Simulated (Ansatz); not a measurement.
`OC([SiH3])[SiH2]Cl` → `OC([SiH3])Cl` + `[SiH2]` at 400 K and 1 bar (silylene formation by 1,1-elimination).

Calculated with Ansatz (gas phase, PBE0-D4/def2-TZVP geometries, no zero-point term in ΔE). CBS: MP2 limit from def2 TZ/QZ plus the TZ coupled-cluster correction, frozen cores. This one scheme is used for every species. Each species was taken in one conformer, which may not be the lowest.

```
             species  CCSD(T)/CBS energy (Eh)  H − E (kJ/mol)  S (J/(mol·K))
`OC([SiH3])[SiH2]Cl`              -1155.40450           236.9          418.9
      `OC([SiH3])Cl`               -865.07237           180.3          351.7
            `[SiH2]`               -290.19011            44.2          218.1
```

H − E and S are ideal-gas, rigid-rotor, harmonic terms from PBE0-D4/def2-TZVP, for one conformer and one mirror image of each species. 1 Eh = 2625.50 kJ/mol, R = 8.31446 J/(mol·K).

By hand: ΔE, ΔH, ΔS and ΔG.

ΔE = (-865.07237) + (-290.19011) − (-1155.40450) = 0.14202 Eh = 372.9 kJ/mol. Δ(H − E) = 180.3 + 44.2 − 236.9 = -12.4, so ΔH = 360.5 kJ/mol. ΔS = 351.7 + 218.1 − 418.9 = 150.9 J/(mol·K). ΔG = 360.5 − 400 × (150.9)/1000 = 300.1 kJ/mol.

By hand: the equilibrium constant, and the temperature at which ΔG would vanish if ΔH and ΔS stayed fixed.

log₁₀ K = −ΔG/(RT ln 10) = -39.2. ΔG = 0 at ΔH/ΔS = 2389 K.

The number of gas molecules changes by +1, which sets the sign of ΔS. A doubt of 5 kJ/mol in ΔE shifts log₁₀ K by 0.7 here. Other conformers and mirror images would add mixing entropy, several J/(mol·K) or more a flexible species. Modes under 60 cm⁻¹, often nearly free rotors, make the harmonic entropy too high. These are equilibria of isolated gas molecules and say nothing of rates. Largest T1 diagnostic: 0.014 (customary marks: 0.02 for closed shells, 0.045 for open ones).
